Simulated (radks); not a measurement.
Task: The mean radii <r> (bohr) of the occupied orbitals of an atom or ion are listed with their occupations. Calculated with a radial shooting solver on a logarithmic mesh with Libxc functionals: scalar-relativistic Kohn-Sham, Wu-Cohen GGA, spin-polarised, spherical densities, point nucleus.

| orbital | occ. | <r> |
|---|---|---|
| 1s down | 1 | 0.01866 |
| 1s up | 1 | 0.01866 |
| 2s up | 1 | 0.07895 |
| 2s down | 1 | 0.07895 |
| 2p up | 3 | 0.07056 |
| 2p down | 3 | 0.07056 |
| 3s up | 1 | 0.2048 |
| 3s down | 1 | 0.2048 |
| 3p up | 3 | 0.2049 |
| 3p down | 3 | 0.2049 |
| 3d up | 5 | 0.1856 |
| 3d down | 5 | 0.1856 |
| 4s up | 1 | 0.4588 |
| 4s down | 1 | 0.4588 |
| 4p up | 3 | 0.4877 |
| 4p down | 3 | 0.4877 |
| 4d up | 5 | 0.5232 |
| 4d down | 5 | 0.5231 |
| 5s up | 1 | 1.103 |
| 5s down | 1 | 1.097 |
| 5p up | 3 | 1.299 |
| 5p down | 3 | 1.290 |
| 4f up | 7 | 0.6417 |
| 4f down | 7 | 0.6373 |
| 6s up | 1 | 3.217 |
| 6s down | 1 | 3.402 |
| 5d up | 3 | 2.213 |

Name the element and its charge. Open shells, if any, are filled with parallel spins first.

Result: Z = 73, tantalum, charge 0: Ta in [Xe] 4f14 5d3 6s2. The 1s radius gives Z: for a bare nucleus <r> = (2 gamma + 1)/(2Z) with gamma = sqrt(1 - (Z/c)^2), 0.01844 bohr for Z = 73, and screening makes it slightly larger (0.01866 here). The occupations add up to 73, and the charge is Z minus that.
